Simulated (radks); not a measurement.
Neutral beryllium inside a hard spherical wall (all orbitals vanish at R), configuration held at [He] 2s2 and not refilled when levels cross. Method: non-relativistic Kohn-Sham, PBE, spin-polarised, spherical densities, point nucleus; computed with a radial shooting solver on a logarithmic mesh with Libxc functionals. Eigenvalues in eV for spin up, with the zero of energy where the potential of the charges vanishes at infinity; a dash marks a level that is unbound or too diffuse for the functional's potential to be trusted. A positive occupied level is held by the wall or, in an anion where self-interaction has pushed it up, behind a barrier. The pressure on the wall is -dE/dV.

R (bohr),E (hartree),kinetic (hartree),e(1s),e(2s),"e(2p, empty)","e(3s, empty)",pressure (GPa)
free,-14.62995,14.558,-106.20,-5.609,-2.019,-,0
20,-14.62995,14.558,-106.20,-5.609,-2.019,-,< 0.0001
15,-14.62995,14.558,-106.20,-5.609,-2.019,0.236,< 0.0001
12,-14.62994,14.558,-106.19,-5.607,-2.012,0.644,0.000233
8,-14.62831,14.572,-106.03,-5.502,-1.812,3.243,0.0726
7,-14.62450,14.597,-105.76,-5.324,-1.541,5.261,0.310
2,-11.62399,21.623,-77.788,45.745,40.708,196.43,2960
